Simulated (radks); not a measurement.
The numbers below are computed, except where a source is named.
Q: The table gives one normalised radial function P(r) = r R(r) of Si2+ in [Ne] 3s2 (r in bohr). Level of theory: scalar-relativistic Kohn-Sham, r2SCAN, spin-unpolarised, spherical densities, finite nucleus; meta-GGA in the generalised Kohn-Sham scheme; Fermi nuclear charge, rms radius 3.1224 fm (a radial shooting solver on a logarithmic mesh with Libxc functionals).

r,P
0.004042,0.3942
0.004557,0.4410
0.005138,0.4929
0.005747,0.5463
0.006479,0.6093
0.007306,0.6787
0.008237,0.7548
0.009287,0.8381
0.01047,0.9289
0.01181,1.0273
0.01331,1.1335
0.01489,1.2395
0.01679,1.3602
0.01893,1.4876
0.02134,1.6208
0.02406,1.7584
0.02713,1.8986
0.03059,2.0390
0.03449,2.1765
0.03858,2.2990
0.04349,2.4200
0.04904,2.5258
0.05529,2.6110
0.06234,2.6701
0.07029,2.6978
0.07925,2.6889
0.08936,2.6395
0.09995,2.5547
0.1127,2.4217
0.1271,2.2473
0.1433,2.0360
0.1615,1.7956
0.1821,1.5366
0.2053,1.2716
0.2315,1.0135
0.259,0.7903
0.292,0.5798
0.3292,0.4043
0.3712,0.2661
0.4185,0.1641
0.4718,0.0941
0.532,0.0498
0.5998,0.0241
0.6709,0.0112
0.7564,0.0044
0.8529,0.0015
0.9616,0.0005
1.084,0.0001
1.222,0.0000
1.378,0.0000
1.554,0.0000
1.738,0.0000
1.96,0.0000
2.21,0.0000
2.491,0.0000
2.809,0.0000
3.167,0.0000
3.571,0.0000
4.026,0.0000
4.504,0.0000
5.078,0.0000
5.725,0.0000
6.455,0.0000

Which n and l does it have? It may be an empty orbital.

A: n = 1, l = 0: the number of nodes gives n - l - 1 = 0, the rise at small r (about r^(l+1)) gives l, and the extent must fit the shell. The curve is that of 1s. 1s: eigenvalue -1819.2 eV, 0 radial nodes, <r> = 0.111 bohr, 90 % of the charge inside 0.199 bohr.
